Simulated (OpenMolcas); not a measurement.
A run on Re4+ among 6 point charges of -1.7 e arranged as a trigonal antiprism (D3d), 2 Å from the ion, with a polar angle of 61.9° against the regular 54.74°.
```
   0.0000    1.7635    0.9435  -1.70
  -1.5272   -0.8817    0.9435  -1.70
   1.5272   -0.8817    0.9435  -1.70
   0.0000   -1.7635   -0.9435  -1.70
   1.5272    0.8817   -0.9435  -1.70
  -1.5272    0.8817   -0.9435  -1.70
```

```yaml
Program: OpenMolcas
Method: CASSCF
Basis: ANO-RCC-VTZP [8s7p5d3f2g1h]
Scalar_Hamiltonian: DKH2, point nucleus
Active_space: 3 electrons in 5 orbitals (5d)
State_averaging: 2S+1 = 4 even, 10 roots; 2S+1 = 2 even, 40 roots
Spin-orbit_coupling: state interaction with AMFI integrals over the reference wave functions
```

104 basis functions. Blocks (2S+1, parity, CSFs, roots kept): 4, even, 10, 10; 2, even, 40, 40.

Q: How long do the RASSCF and RASSI steps take on 1 thread of Arm Neoverse V1, with other jobs on the host?

A: About 16 s of wall time, without the integral step.
